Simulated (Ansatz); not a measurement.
Ansatz (an electronic-structure program) input (PBE/def2-SVP):

Ansatz 0.2 input:
```yaml
crystal:
  periodic: [false, false, false]
  atoms:
    - {symbol: C, position_ang: [1.55095800, -0.79262200, 0.50749700]}
    - {symbol: Si, position_ang: [-0.01993100, 0.03585600, -0.21982500]}
    - {symbol: C, position_ang: [-1.45430000, -0.74559000, 0.78764200]}
    - {symbol: O, position_ang: [-0.16519300, -0.04270300, -1.76493600]}
    - {symbol: O, position_ang: [0.06263200, 1.63131300, 0.39801500]}
    - {symbol: H, position_ang: [1.56898100, -1.86125300, 0.27059000]}
    - {symbol: H, position_ang: [2.44461600, -0.34082700, 0.06632600]}
    - {symbol: H, position_ang: [1.62613800, -0.69273900, 1.59795900]}
    - {symbol: H, position_ang: [-2.39963700, -0.26501500, 0.51790000]}
    - {symbol: H, position_ang: [-1.54893200, -1.81245900, 0.56123700]}
    - {symbol: H, position_ang: [-1.32354800, -0.64657700, 1.87292400]}
    - {symbol: H, position_ang: [0.15194800, 1.63728300, 1.35515300]}
basis:
  gaussian:
    orbitals: def2-SVP
hamiltonian:
  xc: {name: PBE}
total_charge: -1
output: {forces: true}
```

Output:

```
Functional definition: PBE
integrals: 0.05 GiB planned
1204 factors; their error is unknown
mean field: 0.30 GiB planned
mean field evaluation 1: about -14131.3155 eV, gradient 7.7e1 eV
mean field evaluation 2: about -14040.9424 eV, gradient 1.8e2 eV
mean field evaluation 4: about -14143.6475 eV, gradient 1.1e1 eV
mean field evaluation 8: about -14144.0822 eV, gradient 8.9e-2 eV
mean field evaluation 16: about -14144.0191 eV, gradient 6.6e-5 eV
mean field -14144.01908659 eV, -519.7831142716 hartree, gradient 5.8e-5 eV, S^2 0.000000; 0 other end points of the search recorded, 0 dependent functions left out
the calculation of the forces begins
reference -14144.01911884 eV, -519.7831154567 hartree; 25, 25 occupied and 84, 84 virtual orbitals, 1204 factors
Total energy: -14144.01911884 eV, -519.7831154567 hartree
Atom 0 at     1.550958    -0.792622     0.507497 Å, force    -0.310674     0.138112    -0.009179 eV/Å
Atom 1 at    -0.019931     0.035856    -0.219825 Å, force     0.050338    -0.292063     0.589033 eV/Å
Atom 2 at    -1.454300    -0.745590     0.787642 Å, force     0.307760     0.128434    -0.066829 eV/Å
Atom 3 at    -0.165193    -0.042703    -1.764936 Å, force    -0.128549    -0.053606    -1.370006 eV/Å
Atom 4 at     0.062632     1.631313     0.398015 Å, force    -0.018421     0.750414    -0.323588 eV/Å
Atom 5 at     1.568981    -1.861253     0.270590 Å, force     0.036917    -0.570870    -0.111184 eV/Å
Atom 6 at     2.444616    -0.340827     0.066326 Å, force     0.475784     0.230645    -0.228859 eV/Å
Atom 7 at     1.626138    -0.692739     1.597959 Å, force     0.101148     0.018112     0.579105 eV/Å
Atom 8 at    -2.399637    -0.265015     0.517900 Å, force    -0.502492     0.245955    -0.137666 eV/Å
Atom 9 at    -1.548932    -1.812459     0.561237 Å, force    -0.074518    -0.569126    -0.100796 eV/Å
Atom 10 at    -1.323548    -0.646577     1.872924 Å, force     0.008216     0.019567     0.587768 eV/Å
Atom 11 at     0.151948     1.637283     1.355153 Å, force     0.054491    -0.045575     0.592200 eV/Å
Dipole moment:     0.090747    -0.107450     0.991526 e Å
```

The dipole moment of an ion depends on the origin.

The geometry given is a B3LYP-D3(BJ)/def2-TZVP minimum.
